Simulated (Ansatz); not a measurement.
Reaction (redistribution): `[CH3][SnH2][SiH2]Cl` + `[OH][Mo](=[S])(=[S])[Cl]` → `[CH3][SnH2][SiH2]O` + `[S]=[Mo](=[S])([Cl])[Cl]`

Calculated with Ansatz (gas phase, PBE0-D4/def2-TZVP geometries, no zero-point term in ΔE). CBS: MP2 limit from def2 TZ/QZ plus the TZ coupled-cluster correction, frozen cores. DFT in def2-TZVPP. def2 core potentials past Kr. For Mo, Sn outer-core shells are correlated without core-valence functions, which leaves a few kJ/mol of doubt a bond. One conformer a species, not always the lowest.

`[CH3][SnH2][SiH2]Cl`:

Z-matrix (Å, degrees):
```
C
Sn 1 2.141
H 1 1.090 2 109.9
H 1 1.090 2 109.9 3 120.2
H 1 1.090 2 109.4 3 -120.0
Si 2 2.567 1 109.1 3 174.7
H 2 1.710 1 109.9 3 54.8
H 2 1.713 1 110.2 3 -64.3
Cl 6 2.071 2 108.1 1 -47.2
H 6 1.486 2 112.3 1 70.6
H 6 1.485 2 113.4 1 -166.0
```

`[OH][Mo](=[S])(=[S])[Cl]`:

```xyz
6

O     0.723   -1.142   -0.705
Mo   -0.056    0.223    0.275
S     1.425    1.155    1.422
S    -0.902    1.639   -1.010
Cl   -1.655   -0.562    1.635
H     0.465   -1.312   -1.618
```

`[CH3][SnH2][SiH2]O`:

```xyz
12

C     1.130    0.890   -1.583
Sn    0.884    0.370    0.485
Si   -1.092   -1.244    0.839
O    -2.545   -0.528    0.495
H     1.361   -0.003   -2.164
H     0.210    1.333   -1.966
H     1.944    1.606   -1.692
H     0.617    1.813    1.377
H     2.344   -0.317    1.063
H    -0.998   -2.395   -0.095
H    -1.068   -1.771    2.235
H    -2.785    0.246    1.006
```

`[S]=[Mo](=[S])([Cl])[Cl]`:

Cartesian coordinates in Å:
```
S -1.360 1.067 1.166
Mo 0.000 0.000 0.001
S 1.059 -1.275 1.265
Cl -1.123 -1.223 -1.487
Cl 1.424 1.431 -0.945
```

| level | ΔE (kJ/mol) |
| --- | --- |
| ωB97M-V | -11.9 |
| HF/def2-QZVPP | -18.0 |

**Question.** What does CCSD(T)/CBS give? (Estimate.)

**Answer.** Ansatz gave: -21.7 kJ/mol. The listed levels differ from it by 9.8, 3.7 kJ/mol.

Largest T1 diagnostic among the species: 0.024, so the coupled-cluster value is less sure than usual.

In def2-TZVPP, CCSD(T) changes the Hartree–Fock value by −4.5 kJ/mol (the triples alone add −1.3 kJ/mol) and MP2 by −28.0 kJ/mol.
